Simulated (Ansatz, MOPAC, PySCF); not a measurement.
Species: GeHBr$_{2}$, net charge -1, singlet state. SMILES: [Br][GeH-][Br]
Geometry: optimised at B3LYP-D3(BJ)/def2-TZVP (Ansatz, a first-principles code).

Unscaled harmonic wavenumbers (cm⁻¹) in rising order, each level at the stationary point that it reaches from this structure (no distance between atoms moves by over 0.3 Å); the order of modes can differ between levels, and a negative number is imaginary. B3LYP-D3(BJ)/def2-TZVP (PySCF, at the structure above): 70, 194, 212, 600, 637, 1790.

PM6 (MOPAC): 84, 189, 214, 533, 632, 2221. Zero-point energy 5.5 against 5.0 kcal/mol; where all levels lie over 400 cm⁻¹, the wavenumbers are on average 1.041 times those of B3LYP-D3(BJ)/def2-TZVP.

HF/6-31G* with LANL2DZ past Ar (Ansatz): 68, 190, 201, 643, 702, 1912. Zero-point energy 5.3 against 5.0 kcal/mol; where all levels lie over 400 cm⁻¹, the wavenumbers are on average 1.081 times those of B3LYP-D3(BJ)/def2-TZVP.
